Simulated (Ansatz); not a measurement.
Isolated molecules relaxed with PBE0-D4/def2-TZVP in Ansatz; ΔE leaves out vibrations. CBS: MP2 limit from def2 TZ/QZ plus the TZ coupled-cluster correction, frozen cores. DFT in def2-TZVPP. For Ge outer-core shells are correlated without core-valence functions, which leaves a few kJ/mol of doubt a bond. Scalar relativity is left out up to krypton.

Reaction (formal exchange of groups at the Si–C bond): `FCC#C[SiH3]` + `[CH3][Ge]([CH3])([F])[Cl]` → `[CH3][Ge]([F])([SiH3])[Cl]` + `CC#CCF`

```tsv
species	PBE0 energy (Eh)
`FCC#C[SiH3]`	-506.32036
`[CH3][Ge]([CH3])([F])[Cl]`	-2716.46655
`[CH3][Ge]([F])([SiH3])[Cl]`	-2967.75676
`CC#CCF`	-255.01888
```

Q: Work out ΔE.

A: ΔE = (-2967.75676) + (-255.01888) − (-506.32036) − (-2716.46655) = 0.01127 Eh = +7.1 kcal/mol. CCSD(T)/CBS gives +11.0 kcal/mol.

Largest T1 diagnostic among the species: 0.012.

From PBE to PBE0 (25 % exact exchange), in def2-TZVPP and without D4, ΔE moves by +1.2 kcal/mol.
